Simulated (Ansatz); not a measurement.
C3H9NSi (`C=CN(C)[SiH3]`), charge 0, multiplicity 1.

Problem. Give a relaxed structure at PBE0-D4/def2-TZVP (the Gaussian-basis code of Ansatz). (Best estimate.)

Solution. Ansatz gave: 
Cartesian coordinates in Å:
```
C 0.2085 -1.7642 1.2739
C 0.7059 -0.8766 0.4085
N 0.0201 0.1455 -0.2149
C -1.3864 0.2795 0.0856
Si 0.8186 1.3638 -1.1514
H 0.8544 -2.5324 1.6749
H -0.8232 -1.7580 1.5996
H 1.7543 -0.9337 0.1282
H -1.9224 -0.6448 -0.1568
H -1.5537 0.5005 1.1466
H -1.8209 1.0881 -0.5052
H 0.9795 2.6475 -0.4113
H 0.0077 1.6472 -2.3645
H 2.1575 0.8374 -1.5131
```
This is one stationary point; other conformers may exist.
